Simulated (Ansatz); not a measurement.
Cost and result for the atomization energy of CH4SSeSi (`[SiH3]C(S)=[Se]`) (8 atoms, 7 bonds).

```xyz
8

Si   -0.422    0.430   -0.793
C    -0.007   -0.738    0.625
S     1.299   -0.432    1.688
Se   -1.030   -2.180    0.804
H    -1.816    0.901   -0.629
H     0.506    1.597   -0.772
H    -0.260   -0.304   -2.070
H     1.729    0.726    1.148
```

Charge 0, multiplicity 1. Correlated methods include outer-core shells of Se, which these sets cover unevenly. Scalar relativity is left out up to krypton. Geometry: relaxed with PBE0-D4/def2-TZVP. It is one conformer, not always the lowest. Program: Ansatz. All runs use 4 threads of an AMD EPYC 7B13 on a shared host. Times are those of one run each, without the atoms' runs, and a repeat can differ threefold. Electronic energies, without spin–orbit coupling; frozen cores. CCSD(T)/CBS adds CCSD(T) − MP2 in def2-TZVPP to the MP2 limit, and its time is that of the two runs behind it. T1 = 0.016; the RHF reference is unstable towards UHF. With those shells the extrapolation isn't a true limit.

CCSD(T)/CBS is a level of theory with its own doubt, some kJ/mol a heavy atom from the limit and from the frozen cores, so smaller differences don't rank the functionals.

```json
{"level": "revPBE-D4/def2-TZVPP", "functions": "219", "atomization (kcal/mol)": "586.0", "difference from CCSD(T)/CBS": "-2.0", "per bond": "-0.3"}
{"level": "CCSD(T)/def2-SVP", "functions": "102", "atomization (kcal/mol)": "540.1", "difference from CCSD(T)/CBS": "-47.9", "per bond": "-6.8"}
{"level": "CCSD(T)/CBS(def2)", "functions": "–", "atomization (kcal/mol)": "588.0", "difference from CCSD(T)/CBS": "0.0", "per bond": "0.0"}
{"level": "ωB97M-V/def2-TZVPP (with forces)", "functions": "219", "atomization (kcal/mol)": "584.6", "difference from CCSD(T)/CBS": "-3.4", "per bond": "-0.5"}
{"level": "LDA (SPW92)/def2-TZVPP", "functions": "219", "atomization (kcal/mol)": "679.6", "difference from CCSD(T)/CBS": "91.6", "per bond": "13.1"}
{"level": "PBE-D4/def2-TZVPP (with forces)", "functions": "219", "atomization (kcal/mol)": "599.3", "difference from CCSD(T)/CBS": "11.3", "per bond": "1.6"}
{"level": "CAM-B3LYP-D4/def2-TZVPP", "functions": "219", "atomization (kcal/mol)": "581.1", "difference from CCSD(T)/CBS": "-6.9", "per bond": "-1.0"}
{"level": "PBE0-D4/def2-TZVPP", "functions": "219", "atomization (kcal/mol)": "585.4", "difference from CCSD(T)/CBS": "-2.6", "per bond": "-0.4"}
{"level": "BLYP-D4/def2-TZVPP", "functions": "219", "atomization (kcal/mol)": "587.0", "difference from CCSD(T)/CBS": "-1.0", "per bond": "-0.1"}
{"level": "CCSD(T)/def2-TZVPP", "functions": "219", "atomization (kcal/mol)": "567.8", "difference from CCSD(T)/CBS": "-20.2", "per bond": "-2.9"}
{"level": "B2PLYP/def2-TZVPP", "functions": "219", "atomization (kcal/mol)": "576.7", "difference from CCSD(T)/CBS": "-11.3", "per bond": "-1.6"}
{"level": "r2SCANh-D4/def2-TZVPP", "functions": "219", "atomization (kcal/mol)": "585.0", "difference from CCSD(T)/CBS": "-3.0", "per bond": "-0.4"}
{"level": "MP2/def2-QZVPP", "functions": "406", "atomization (kcal/mol)": "588.2", "difference from CCSD(T)/CBS": "0.2", "per bond": "0.0"}
```

**Question.** Order the runs by time, with rough figures. (Estimate.)

**Answer.** Computed: LDA (SPW92)/def2-TZVPP 1.1 s; revPBE-D4/def2-TZVPP 1.4 s; BLYP-D4/def2-TZVPP 1.6 s; PBE-D4/def2-TZVPP (with forces) 1.9 s; PBE0-D4/def2-TZVPP 3.1 s; CAM-B3LYP-D4/def2-TZVPP 3.8 s; CCSD(T)/def2-SVP 3.8 s; r2SCANh-D4/def2-TZVPP 4.4 s; B2PLYP/def2-TZVPP 4.9 s; ωB97M-V/def2-TZVPP (with forces) 8.5 s; MP2/def2-QZVPP 19 s; CCSD(T)/def2-TZVPP 75 s; CCSD(T)/CBS(def2) 94 s.

In def2-TZVPP, CCSD(T) changes the Hartree–Fock value by +169.7 kcal/mol (the triples alone add +14.2 kcal/mol) and MP2 by +178.3 kcal/mol; breaking electron pairs costs correlation energy, which Hartree–Fock lacks. At CCSD(T), def2-SVP lies −47.9 kcal/mol from the extrapolated value and def2-TZVPP −20.2 kcal/mol: correlation converges slowly with the basis, and small sets miss more of it in the bonded molecule than in its fragments. From PBE to PBE0 (25 % exact exchange), in def2-TZVPP and without D4, the atomization energy moves by −13.1 kcal/mol: exact exchange takes away binding that semilocal exchange gives to molecules.

For some Ge, Se and Sn compounds the MP2-based and the directly extrapolated limit differ by 10 to 25 kJ/mol.
